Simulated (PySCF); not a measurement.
CH₅BiO₃. Atoms are numbered in the order given.

```xyz
10

Bi    -0.0648     0.1512     0.4323
O      0.4499     1.6335    -0.9909
H     -0.2608     1.5749    -1.6658
O     -1.9522    -0.1915    -0.4812
H     -1.8808    -1.0464    -0.9545
O      0.9233    -1.4971    -0.4763
C      1.3095    -1.4088    -1.8342
H      1.4135    -0.3557    -2.1882
H      2.2959    -1.9081    -1.9674
H      0.5817    -1.9231    -2.5080
```

The structure is a stationary point at PBE-D3(BJ)/def2-SVP. The structure was generated by enumeration; whether it is a known compound was not checked. The def2 effective core potentials stand for the cores of Bi; spin–orbit coupling is left out. One conformer was computed; it need not be the lowest.

Computed with PBE-D3(BJ)/def2-SVP in PySCF.

Frequencies are harmonic and unscaled.

Computed harmonic wavenumbers and intensities:
```
mode  ν (cm⁻¹)  IR (km/mol)  moving atoms (share of kinetic energy)
----  --------  -----------  --------------------------------------
1           47          6.9                  O 50 %, C 26 %, H 23 %
2           99          6.5                          H 54 %, O 42 %
3          133         15.8                          O 81 %, H 13 %
4          143         16.4                          O 48 %, H 45 %
5          153         11.3                  O 59 %, C 18 %, H 17 %
6          239         27.0                  H 75 %, C 12 %, O 10 %
7          276         31.1                  H 40 %, O 28 %, C 25 %
8          389         82.5                                  H 92 %
9          473         62.1                                  O 79 %
10         524         68.9                                  O 90 %
11         540         36.8                                  O 91 %
12         803         61.3                                  H 92 %
13         834         53.3                           H 91 %, O 8 %
14        1059        165.4                          O 48 %, C 48 %
15        1125          0.5                          H 78 %, C 18 %
16        1143          1.1                          H 73 %, C 20 %
17        1402         14.6                                  H 91 %
18        1419         12.1                                  H 95 %
19        1430          7.7                                  H 96 %
20        2890        113.9                                  H 97 %
21        2960         35.4                           H 91 %, C 9 %
22        2991         30.4                           H 91 %, C 9 %
23        3646         44.3                                  H 94 %
24        3672         39.3                                  H 94 %
```
